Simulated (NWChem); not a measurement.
System: C₃H₇FSi; SMILES C1[SiH](F)CC1

Here is an NWChem input.

```
start job
memory heap 200 mb stack 900 mb global 1100 mb
geometry units angstroms noautosym nocenter noautoz
  F     -0.264696    -2.048861     0.000000
  Si     0.431069    -0.583999     0.000000
  C     -0.178355     0.725870     1.212437
  C     -0.105122     1.722485     0.000000
  C     -0.178355     0.725870    -1.212437
  H      1.903781    -0.816946     0.000000
  H      0.396888     1.003379     2.099345
  H     -1.219286     0.556541     1.511731
  H     -0.894843     2.481614     0.000000
  H      0.855405     2.249760     0.000000
  H     -1.219286     0.556541    -1.511731
  H      0.396888     1.003379    -2.099345
end
basis spherical
  * library def2-svp
end
dft
  xc xpbe96 cpbe96
  iterations 150
end
cosmo
  do_cosmo_smd true
  solvent water
end
task dft energy
```

Excerpt of the output:

```
             Northwest Computational Chemistry Package (NWChem) 7.3.0
             --------------------------------------------------------

                             Geometry "geometry" -> ""
                             -------------------------

 Output coordinates in angstroms (scale by  1.889725989 to convert to a.u.)

  No.       Tag          Charge          X              Y              Z
 ---- ---------------- ---------- -------------- -------------- --------------
    1 F                    9.0000    -0.26469600    -2.04886100     0.00000000
    2 Si                  14.0000     0.43106900    -0.58399900     0.00000000
    3 C                    6.0000    -0.17835500     0.72587000     1.21243700
    4 C                    6.0000    -0.10512200     1.72248500     0.00000000
    5 C                    6.0000    -0.17835500     0.72587000    -1.21243700
    6 H                    1.0000     1.90378100    -0.81694600     0.00000000
    7 H                    1.0000     0.39688800     1.00337900     2.09934500
    8 H                    1.0000    -1.21928600     0.55654100     1.51173100
    9 H                    1.0000    -0.89484300     2.48161400     0.00000000
   10 H                    1.0000     0.85540500     2.24976000     0.00000000
   11 H                    1.0000    -1.21928600     0.55654100    -1.51173100
   12 H                    1.0000     0.39688800     1.00337900    -2.09934500

 Effective nuclear repulsion energy (a.u.)     236.3887886971

  pbe96 is a nonlocal functional; adding pw91lda local functional.

                                 NWChem DFT Module
                                 -----------------

 Summary of "ao basis" -> "ao basis" (spherical)
 ------------------------------------------------------------------------------
       Tag                 Description            Shells   Functions and Types
 ---------------- ------------------------------  ------  ---------------------
 F                          def2-svp                 6       14   3s2p1d
 Si                         def2-svp                 8       18   4s3p1d
 C                          def2-svp                 6       14   3s2p1d
 H                          def2-svp                 3        5   2s1p

 in cosmo_initialize ...
 calling solv_data for solv:h2o

 solvent parameters
 solvname_short: h2o
 solvname_long:  water
 dielec:       78.4000
 dielecinf:     1.7769
 aqueous SMD model solvent descriptors
 dielec:       78.4000
 sola:          0.8200

          ---------------
          -cosmo- solvent
          ---------------
 Cosmo: York-Karplus, doi: 10.1021/jp992097l
 dielectric constant -eps-     =  78.40
 screen = (eps-1)/(eps    )    =   0.98724
 surface charge correction     = lagrangian

   van der Waals surface
 --------------------------

 ---------- ATOMIC COORDINATES (A.U.) ------------ VDWR(ANG.) --
     1   -0.50020291   -3.87178588    0.00000000     1.730
     2    0.81460229   -1.10359809    0.00000000     2.470
     3   -0.33704208    1.37169540    2.29117371     1.850
     4   -0.19865178    3.25502467    0.00000000     1.850
     5   -0.33704208    1.37169540   -2.29117371     1.850
     6    3.59762443   -1.54380409    0.00000000     1.200
     7    0.75000957    1.89611137    3.96718681     1.200
     8   -2.30411644    1.05170999    2.85675736     1.200
     9   -1.69100807    4.68957047    0.00000000     1.200
    10    1.61648106    4.25142994    0.00000000     1.200
    11   -2.30411644    1.05170999   -2.85675736     1.200
    12    0.75000957    1.89611137   -3.96718681     1.200
 number of segments per atom =        128
 number of   points per atom =        128
 atom (   nspa,  nppa )
 ----------------------
    1 (     66,     0 )       0
    2 (     72,     0 )       0
    3 (     36,     0 )       0
    4 (     42,     0 )       0
    5 (     36,     0 )       0
    6 (     32,     0 )       0
    7 (     55,     0 )       0
    8 (     50,     0 )       0
    9 (     56,     0 )       0
   10 (     54,     0 )       0
   11 (     50,     0 )       0
   12 (     55,     0 )       0
 number of -cosmo- surface points =      604
 molecular surface =    118.843 angstrom**2
 molecular volume  =    104.190 angstrom**3
 -lineq- algorithm             =   0
 -bem- low  level              =   3
 -bem- from -octahedral-
 gaussian surface charge width =   4.50000
 degree of switching           =   1.00000
 switching function tolerance  =   0.00010
 atomic radii =
 --------------
    1  9.000  1.730
    2 14.000  2.470
    3  6.000  1.850
    4  6.000  1.850
    5  6.000  1.850
    6  1.000  1.200
    7  1.000  1.200
    8  1.000  1.200
    9  1.000  1.200
   10  1.000  1.200
   11  1.000  1.200
   12  1.000  1.200
 ...... end of -cosmo- initialization ......

 nat:                    12
 ixmem:                  7844
 calling mnsol_interface()
 G(SMD-CDS) energy (kcal/mol)  =     3.188
 SMD-CDS SASA (angstrom**2)    =   149.933

            General Information
            -------------------
          SCF calculation type: DFT
          Wavefunction type:  closed shell.
          No. of atoms     :    12
          No. of electrons :    48
           Alpha electrons :    24
            Beta electrons :    24
          Charge           :     0
          Spin multiplicity:     1
          Use of symmetry is: off; symmetry adaption is: off
          Maximum number of iterations: 150
          AO basis - number of functions:   109
                     number of shells:    53
          Convergence on energy requested:  1.00D-06
          Convergence on density requested:  1.00D-05
          Convergence on gradient requested:  5.00D-04

              XC Information
              --------------
          PerdewBurkeErnzerhof Exchange Functional  1.000
            Perdew 1991 LDA Correlation Functional  1.000 local
           PerdewBurkeErnz. Correlation Functional  1.000 non-local

             Grid Information
             ----------------
          Grid used for XC integration:  medium
          Radial quadrature: Mura-Knowles
          Angular quadrature: Lebedev.
          Tag              B.-S. Rad. Rad. Pts. Rad. Cut. Ang. Pts.
          ---              ---------- --------- --------- ---------
          F                   0.50       49          11.0       434
          Si                  1.10       88          10.0       590
          C                   0.70       49          10.0       434
          H                   0.35       45          11.0       434
          Grid pruning is: on
          Number of quadrature shells:   599
          Spatial weights used:  Erf1

      Superposition of Atomic Density Guess
      -------------------------------------

 Sum of atomic energies:        -504.40044035

      Non-variational initial energy
      ------------------------------

 Total energy =    -507.167535
 1-e energy   =   -1163.929287
 2-e energy   =     420.372963
 HOMO         =      -0.330189
 LUMO         =       0.063944

   convergence    iter        energy       DeltaE   RMS-Dens  Diis-err
 ---------------- ----- ----------------- --------- --------- ---------
     COSMO gas phase
 d= 0,ls=0.0,diis     1   -507.1726510107 -7.44D+02  1.69D-02  6.15D-01
 d= 0,ls=0.0,diis     2   -507.0883472459  8.43D-02  1.08D-02  1.72D+00
 d= 0,ls=0.0,diis     3   -507.2349581262 -1.47D-01  2.24D-03  6.24D-02
 d= 0,ls=0.0,diis     4   -507.2386768003 -3.72D-03  9.71D-04  1.24D-02
 d= 0,ls=0.0,diis     5   -507.2402961843 -1.62D-03  2.31D-04  7.14D-04
  Resetting Diis
 d= 0,ls=0.0,diis     6   -507.2403913841 -9.52D-05  6.23D-05  3.14D-05
 d= 0,ls=0.0,diis     7   -507.2403958007 -4.42D-06  2.60D-05  1.87D-06
 d= 0,ls=0.0,diis     8   -507.2403956027  1.98D-07  1.52D-05  3.86D-06
 d= 0,ls=0.0,diis     9   -507.2403960292 -4.26D-07  2.81D-06  1.23D-07

   convergence    iter        energy       DeltaE   RMS-Dens  Diis-err
 ---------------- ----- ----------------- --------- --------- ---------
     COSMO solvation phase
 d= 0,ls=0.0,diis     1   -507.2382649784  2.13D-03  1.10D-03  1.04D-03
 d= 0,ls=0.0,diis     2   -507.2384879212 -2.23D-04  3.58D-04  1.28D-03
 d= 0,ls=0.0,diis     3   -507.2385932381 -1.05D-04  7.31D-05  2.11D-04
 d= 0,ls=0.0,diis     4   -507.2386092697 -1.60D-05  2.56D-05  4.58D-06
 d= 0,ls=0.0,diis     5   -507.2386098200 -5.50D-07  8.40D-06  9.03D-07

         Total DFT energy =     -507.238609819950
      One electron energy =    -1168.570899475213
           Coulomb energy =      474.784824610569
    Exchange-Corr. energy =      -49.878249622308
 Nuclear repulsion energy =      236.388788697134

             COSMO energy =        0.036925969868

 Numeric. integr. density =       47.999983139185

                                COSMO-SMD solvation results
                                ---------------------------

             internal energy in gas <Psi(g)|H|Psi(g)> =      -507.240396029226
         internal energy in solvent <Psi(s)|H|Psi(s)> =      -507.239984926550
                               delta internal energy  =         0.000411102676 (    0.26 kcal/mol)
   total free energy in solvent <Psi(s)|H+V/2|Psi(s)> =      -507.243689637561
 polarization energy contribution <Psi(s)|V/2|Psi(s)> =        -0.003704711010 (   -2.32 kcal/mol)
    total free energy in solvent including G(SMD-CDS) =      -507.238609819950
                       G(SMD-CDS) energy contribution =         0.005079817610 (    3.19 kcal/mol)
     1 M fixed-concentration free energy of solvation =         0.001786209276 (    1.12 kcal/mol)

                       DFT Final Molecular Orbital Analysis
                       ------------------------------------

 Vector   22  Occ=2.000000D+00  E=-2.933672D-01
              MO Center= -9.5D-02,  1.3D+00, -3.2D-09, r^2= 3.0D+00
   Bfn.  Coefficient  Atom+Function         Bfn.  Coefficient  Atom+Function
  ----- ------------  ---------------      ----- ------------  ---------------
    95      0.320635  10 H  s                50      0.308064   4 C  px
    85      0.193329   8 H  s               100      0.193329  11 H  s
    36     -0.183079   3 C  px               64     -0.183079   5 C  px
    96      0.174572  10 H  s                90     -0.141416   9 H  s
    51      0.138320   4 C  py               80     -0.136786   7 H  s

 Vector   23  Occ=2.000000D+00  E=-2.531784D-01
              MO Center=  5.5D-05,  2.6D-01, -2.5D-08, r^2= 2.8D+00
   Bfn.  Coefficient  Atom+Function         Bfn.  Coefficient  Atom+Function
  ----- ------------  ---------------      ----- ------------  ---------------
    24      0.265515   2 Si pz               37     -0.230360   3 C  py
    65      0.230360   5 C  py               38     -0.222531   3 C  pz
    66     -0.222531   5 C  pz               35      0.206378   3 C  s
    63     -0.206378   5 C  s                 6      0.185573   1 F  pz
    21     -0.143443   2 Si pz               40     -0.139626   3 C  py

 Vector   24  Occ=2.000000D+00  E=-2.455247D-01
              MO Center=  1.9D-01,  3.6D-01,  2.2D-08, r^2= 3.6D+00
   Bfn.  Coefficient  Atom+Function         Bfn.  Coefficient  Atom+Function
  ----- ------------  ---------------      ----- ------------  ---------------
    75      0.247888   6 H  s                37      0.238922   3 C  py
    65      0.238922   5 C  py               51     -0.231993   4 C  py
    76      0.223958   6 H  s                90     -0.213867   9 H  s
    17     -0.180044   2 Si s                22      0.176277   2 Si px
    49      0.171342   4 C  s                54     -0.166860   4 C  py

 Vector   25  Occ=0.000000D+00  E= 7.362394D-03
              MO Center=  1.2D-01, -1.2D-01, -4.7D-09, r^2= 4.6D+00
   Bfn.  Coefficient  Atom+Function         Bfn.  Coefficient  Atom+Function
  ----- ------------  ---------------      ----- ------------  ---------------
    26      0.915402   2 Si py               91      0.567445   9 H  s
    49     -0.429721   4 C  s                35     -0.425258   3 C  s
    63     -0.425258   5 C  s                 3      0.415773   1 F  s
    86      0.355048   8 H  s               101      0.355048  11 H  s
    25      0.295621   2 Si px               54     -0.227683   4 C  py

 Vector   26  Occ=0.000000D+00  E= 2.957167D-02
              MO Center=  4.7D-01, -4.7D-01,  3.7D-10, r^2= 4.3D+00
   Bfn.  Coefficient  Atom+Function         Bfn.  Coefficient  Atom+Function
  ----- ------------  ---------------      ----- ------------  ---------------
    35     -1.211356   3 C  s                63      1.211356   5 C  s
    27      1.141093   2 Si pz               55      0.371726   4 C  pz
    81      0.315001   7 H  s               106     -0.315001  12 H  s
    86      0.279140   8 H  s               101     -0.279140  11 H  s
    24      0.252038   2 Si pz                9     -0.197526   1 F  pz

 Vector   27  Occ=0.000000D+00  E= 4.386812D-02
              MO Center=  3.4D-01,  1.1D+00, -4.5D-09, r^2= 6.4D+00
   Bfn.  Coefficient  Atom+Function         Bfn.  Coefficient  Atom+Function
  ----- ------------  ---------------      ----- ------------  ---------------
    49      1.454778   4 C  s                96     -0.961702  10 H  s
    81     -0.846765   7 H  s               106     -0.846765  12 H  s
    35      0.812209   3 C  s                63      0.812209   5 C  s
    25      0.510424   2 Si px               76     -0.456753   6 H  s
    91     -0.436265   9 H  s                41      0.409387   3 C  pz

     Multipole analysis of the density
     ---------------------------------

     L   x y z        total         alpha         beta         nuclear
     -   - - -        -----         -----         ----         -------
     0   0 0 0      0.000000    -24.000000    -24.000000     48.000000

     1   1 0 0      0.019543     -1.030765     -1.030765      2.081074
     1   0 1 0      0.783342      0.898228      0.898228     -1.013114
     1   0 0 1      0.000000      0.000000      0.000000      0.000000

     2   2 0 0    -27.582063    -35.441132    -35.441132     43.300201
     2   1 1 0     -0.406397      6.395513      6.395513    -13.197424
     2   1 0 1     -0.000000     -0.000000     -0.000000      0.000000
     2   0 2 0    -30.447355   -160.208653   -160.208653    289.969952
     2   0 1 1      0.000000      0.000000      0.000000     -0.000000
     2   0 0 2    -27.331956    -69.062473    -69.062473    110.792991
```

Level: PBE/def2-SVP, SMD on the gas-phase geometry. Structure relaxed at the B3LYP/6-31G* (spherical d) level. Solvent: water.
